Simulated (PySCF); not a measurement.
Species: C₄H₅BF₂.
Cartesian coordinates in Å at the GFN2-xTB level; atoms count from 1:
```xyz
12
C4H5BF2 angstrom
F      2.7238    0.8447    0.7225
B      1.8817   -0.1338    0.4667
F      1.9106   -1.1093    1.3478
C      0.8806   -0.1088   -0.7646
C     -0.4745    0.1829   -0.2527
C     -1.4686    0.9880   -0.0259
C     -1.6493   -0.4287    0.4508
H      1.1645    0.6547   -1.4903
H      0.8567   -1.0817   -1.2614
H     -1.9293    1.9414   -0.0925
H     -1.5893   -0.6504    1.5111
H     -2.3058   -1.0997   -0.0934
```

The closed-shell SCF was solved with PySCF and density fitting under several settings on one GFN2-xTB geometry (grid level 2 and gas phase unless stated).

```csv
settings,basis functions,SCF cycles,E (Eh),HOMO (eV),LUMO (eV),dipole (D)
PBE0/pcSseg-1,144,14,-379.5609,-7.08,-0.40,1.57
PBE0/def2-SVPD,186,14,-379.3330,-7.09,-0.48,1.64
```

Task: Estimate the rows for these settings: (1) B97-D/ANO-RCC-VDZP, damping 0.1 at the start, DIIS from the seventh cycle, fitting basis def2-universal-jkfit; (2) PW91/cc-pVDZ, fitting basis def2-universal-jkfit; (3) PBE0/def2-TZVP.

Result: 
| settings | basis functions | SCF cycles | E (Eh) | HOMO (eV) | LUMO (eV) | dipole (D) |
| --- | --- | --- | --- | --- | --- | --- |
| B97-D/ANO-RCC-VDZP, damping 0.1 at the start, DIIS from the seventh cycle, fitting basis def2-universal-jkfit | 123 | 23 | -379.8818 | -5.73 | -1.15 | 1.60 |
| PW91/cc-pVDZ, fitting basis def2-universal-jkfit | 123 | 11 | -379.8787 | -5.76 | -1.24 | 1.37 |
| PBE0/def2-TZVP | 247 | 14 | -379.7490 | -7.03 | -0.38 | 1.59 |

Task: Over all rows, what range does the HOMO–LUMO gap span?

Result: From 4.52 eV (PW91/cc-pVDZ, fitting basis def2-universal-jkfit) to 6.68 eV (PBE0/pcSseg-1). The functional of the narrowest has no exact exchange, that of the widest 25 % exact exchange.

Task: And the dipole moment?

Result: From 1.37 D (PW91/cc-pVDZ, fitting basis def2-universal-jkfit) to 1.64 D (PBE0/def2-SVPD); the largest is 1.20 times the smallest, and the median is 1.59 D.

Task: Compare two rows with the functional PBE0: PBE0/def2-TZVP and PBE0/def2-SVPD. Which energy is lower, and by how much?

Result: PBE0/def2-TZVP (247 functions) lies 0.4160 Eh or 261 kcal/mol below PBE0/def2-SVPD (186 functions).

Whole jobs, the steps after the SCF included, on one thread of an Arm Neoverse V1 (shared host):

```
                                                                                                     settings                                                            work after the SCF  wall time  peak memory
                                                                                                PBE0/pcSseg-1               shieldings, ring-centre shieldings, charges and field gradients       13 s     0.69 GiB
                                                                                               PBE0/def2-SVPD             6 singlets by full TDDFT, 2 Tamm–Dancoff triplets, polarisability       21 s     0.75 GiB
B97-D/ANO-RCC-VDZP, damping 0.1 at the start, DIIS from the seventh cycle, fitting basis def2-universal-jkfit  spin–spin couplings from 12 perturbed nuclei, spin–dipole term for 3 of them       64 s     0.49 GiB
                                                             PW91/cc-pVDZ, fitting basis def2-universal-jkfit  spin–spin couplings from 12 perturbed nuclei, spin–dipole term for 3 of them       16 s     0.49 GiB
                                                                                               PBE0/def2-TZVP  spin–spin couplings from 12 perturbed nuclei, spin–dipole term for 3 of them       47 s     0.95 GiB
```

B97-D ran without the empirical dispersion term, which would shift the total energy alone. Cycle counts include a coarse-grid stage where the run had one. ANO-RCC sets were contracted for a scalar-relativistic Hamiltonian, but ran non-relativistically here.

One conformer stands for the species.
